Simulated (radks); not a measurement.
Task: Valence configurations of K I (all share [Ar]). Calculated with a radial shooting solver on a logarithmic mesh with Libxc functionals: scalar-relativistic Kohn-Sham, PBE, spin-unpolarised, spherical densities, point nucleus. Order these by energy: 4s1; 4p1; 3d0.5 4s0.5; 3d0.5 4p0.5; 4s0.5 4p0.5; 3d1.

Result: From the lowest, in eV above it: 4s1 0.000; 4s0.5 4p0.5 0.766; 3d0.5 4s0.5 1.218; 4p1 1.553; 3d0.5 4p0.5 2.013; 3d1 2.456. NIST lists [Ar] 4s1 as the ground configuration; this level of theory agrees among the configurations tried. The energies are those of spherical spin-averaged densities, not of single terms.
